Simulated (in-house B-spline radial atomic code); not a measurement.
A fraction x of an electron is removed from 4d in Pd⁺, starting from [Kr] 4d9 and keeping the highest spin. Method: non-relativistic M06-L, spin-polarised, spherical fractional occupations, point nucleus. Calculated with a B-spline radial code for spherical atoms.

```json
{"x": "0", "E(x) - E(0) (eV)": "0.0000", "4d down level (eV)": "-14.164"}
{"x": "0.03", "E(x) - E(0) (eV)": "0.4301", "4d down level (eV)": "-14.513"}
{"x": "0.24", "E(x) - E(0) (eV)": "3.7375", "4d down level (eV)": "-16.999"}
{"x": "0.25", "E(x) - E(0) (eV)": "3.9081", "4d down level (eV)": "-17.119"}
{"x": "0.38", "E(x) - E(0) (eV)": "6.2359", "4d down level (eV)": "-18.698"}
{"x": "0.5", "E(x) - E(0) (eV)": "8.5682", "4d down level (eV)": "-20.177"}
{"x": "0.59", "E(x) - E(0) (eV)": "10.4347", "4d down level (eV)": "-21.301"}
{"x": "0.64", "E(x) - E(0) (eV)": "11.5154", "4d down level (eV)": "-21.931"}
{"x": "0.8", "E(x) - E(0) (eV)": "15.1870", "4d down level (eV)": "-23.970"}
{"x": "0.89", "E(x) - E(0) (eV)": "17.3965", "4d down level (eV)": "-25.133"}
{"x": "1", "E(x) - E(0) (eV)": "20.2401", "4d down level (eV)": "-26.571"}
```

The exact functional would give a straight line between the two integer points. Deviations E(x) - E(0) - x[E(1) - E(0)], in eV: -0.177 at x = 0.03, -1.12 at x = 0.24, -1.152 at x = 0.25, -1.455 at x = 0.38, -1.552 at x = 0.5, -1.507 at x = 0.59, -1.438 at x = 0.64, -1.005 at x = 0.8, -0.617 at x = 0.89.

The curve lies below the straight line by up to 1.552 eV (at x = 0.5): convex, the delocalisation error that favours fractional charges.

Problem. How well does Slater's transition state (minus the level at half occupation) give the ionisation energy?

Solution. It gives 20.177 eV against 20.240 eV from the two total energies; NIST lists 19.43 eV, ground level to ground level.
